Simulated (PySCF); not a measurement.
`C[N+](C)(C)C=C=CN`, [C6H13N2]+, charge +1

Molfile (atoms numbered from 1):
```
C6H13N2
     RDKit          3D

 21 20  0  0  0  0  0  0  0  0999 V2000
   -1.6113   -0.7145    1.2063 C   0  0  0  0  0  0  0  0  0  0  0  0
   -0.8080    0.4392    0.7074 N   0  0  0  0  0  0  0  0  0  0  0  0
   -1.6137    1.2267   -0.2692 C   0  0  0  0  0  0  0  0  0  0  0  0
   -0.4188    1.3062    1.8487 C   0  0  0  0  0  0  0  0  0  0  0  0
    0.3991   -0.1083   -0.0102 C   0  0  0  0  0  0  0  0  0  0  0  0
    1.6204    0.1527    0.3485 C   0  0  0  0  0  0  0  0  0  0  0  0
    2.9442    0.1755    0.5088 C   0  0  0  0  0  0  0  0  0  0  0  0
    3.8355    1.0459    0.0074 N   0  0  0  0  0  0  0  0  0  0  0  0
   -1.0074   -1.2763    1.9284 H   0  0  0  0  0  0  0  0  0  0  0  0
   -2.5260   -0.3393    1.6829 H   0  0  0  0  0  0  0  0  0  0  0  0
   -1.8715   -1.3619    0.3600 H   0  0  0  0  0  0  0  0  0  0  0  0
   -1.8771    0.5828   -1.1174 H   0  0  0  0  0  0  0  0  0  0  0  0
   -2.5269    1.5870    0.2216 H   0  0  0  0  0  0  0  0  0  0  0  0
   -1.0110    2.0721   -0.6209 H   0  0  0  0  0  0  0  0  0  0  0  0
   -1.3318    1.6736    2.3331 H   0  0  0  0  0  0  0  0  0  0  0  0
    0.1813    0.7206    2.5534 H   0  0  0  0  0  0  0  0  0  0  0  0
    0.1798    2.1432    1.4732 H   0  0  0  0  0  0  0  0  0  0  0  0
    0.0821   -0.7409   -0.8493 H   0  0  0  0  0  0  0  0  0  0  0  0
    3.3657   -0.5907    1.1732 H   0  0  0  0  0  0  0  0  0  0  0  0
    4.8170    0.9504    0.2243 H   0  0  0  0  0  0  0  0  0  0  0  0
    3.5684    1.7574   -0.6589 H   0  0  0  0  0  0  0  0  0  0  0  0
  1  2  1  0
  2  3  1  0
  2  4  1  0
  2  5  1  0
  5  6  2  0
  6  7  2  0
  7  8  1  0
  1  9  1  0
  1 10  1  0
  1 11  1  0
  3 12  1  0
  3 13  1  0
  3 14  1  0
  4 15  1  0
  4 16  1  0
  4 17  1  0
  5 18  1  0
  7 19  1  0
  8 20  1  0
  8 21  1  0
M  CHG  1   2   1
M  END
```

Method: quadratic response CAM-B3LYP/aug-cc-pVDZ first hyperpolarisability, Taylor convention, gas phase (PySCF). Geometry: PBE0-D3(BJ)/def2-SVP.

**Question.** Give the tensor of the second harmonic β(−2ω;ω,ω) at 1907 nm in the axes of these coordinates.

**Answer.** In au, Taylor convention; rows are the first index (the induced dipole):
|  | xx | yy | zz | xy | xz | yz |
| --- | --- | --- | --- | --- | --- | --- |
| x | +117.7 | +40.1 | +31.4 | +62.0 | -35.7 | -0.9 |
| y | +60.7 | +7.0 | +11.4 | +39.2 | -0.8 | +3.2 |
| z | -35.3 | +3.1 | +2.9 | -0.8 | +30.5 | +11.4 |

Norm of βᵢ = ⅓ Σⱼ (βᵢⱼⱼ + βⱼᵢⱼ + βⱼⱼᵢ): 206.5 au, hyper-Rayleigh value 82.4 au.
